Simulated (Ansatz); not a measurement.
Gas-phase electronic energies from Ansatz, PBE0-D4/def2-TZVP geometries. CCSD(T)/CBS adds triple-zeta CCSD(T) − MP2 to the extrapolated MP2 energy (def2 sets, frozen cores). This one scheme is used for every species. DFT in def2-TZVPP. def2 core potentials past Kr. For In outer-core shells are correlated without core-valence functions, which leaves a few kJ/mol of doubt a bond.

Reaction (hydrogenolysis of the In–Cl bond): `[Cl][InH][Cl]` + H₂ → `[Cl][InH2]` + HCl

**Question.** Is it downhill or uphill in electronic energy at CCSD(T)/CBS, and by how much? (Best estimate.)

**Answer.** The calculation gave: Uphill: ΔE = +1.03 eV.

**Question.** What do these levels give: PBE-D4, PBE-QIDH, revPBE, RPA@PBE/def2-TZVPP, HF/def2-TZVPP, HF/CBS(def2)? (Estimate.)

**Answer.** Ansatz gave: PBE-D4 0.98, PBE-QIDH 1.00, revPBE 0.95, RPA@PBE/def2-TZVPP 0.90, HF/def2-TZVPP 0.97, HF/CBS(def2) 0.98 eV.

Largest T1 diagnostic among the species: 0.014.

At CCSD(T), def2-SVP lies −0.08 eV from the extrapolated value and def2-TZVPP −0.08 eV. Leaving LDA and LC-ωPBE aside and taking each functional with its dispersion term where it has one, the values, not all of them listed here, spread over 0.09 eV, from B97M-V to r2SCAN-D4. LDA lies −0.08 eV from PBE without D4. The D4 term adds +0.05 eV with B3LYP and +0.03 eV with PBE0; it sums over pairs of atoms, weighted by their polarisabilities, and B3LYP, whose exchange is more repulsive, gets the larger term.

B3LYP here is the variant with VWN-RPA as its local correlation; programs differ in this.
